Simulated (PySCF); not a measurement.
Excitations are Tamm–Dancoff values on a coarser integration grid. The basis has no diffuse functions, so Rydberg states are missing or too high.

Cartesian coordinates (Å):
```xyz
9

O      1.2674     1.9326     0.0576
Ga     0.6901     0.2462    -0.0043
O      2.0638    -0.9006    -0.1095
Si    -1.6442    -0.2761     0.0404
H      2.2258     1.9929     0.0236
H      1.8169    -1.8266    -0.1409
H     -1.8374    -1.7288     0.2931
H     -2.3254     0.4968     1.1104
H     -2.2571     0.0635    -1.2706
```
Charge 0, spin multiplicity 1.

Problem. Estimate the LUMO, S1 excitation (TDA) and S1–T1 gap (TDA) that PBE-D3(BJ)/def2-TZVP // PBE0-D3(BJ)/def2-TZVP run with PySCF 2.14.0 returns for this input.

Solution. 
LUMO: -1.85 eV
S1 excitation (TDA): 5.48 eV
S1–T1 gap (TDA): 0.71 eV
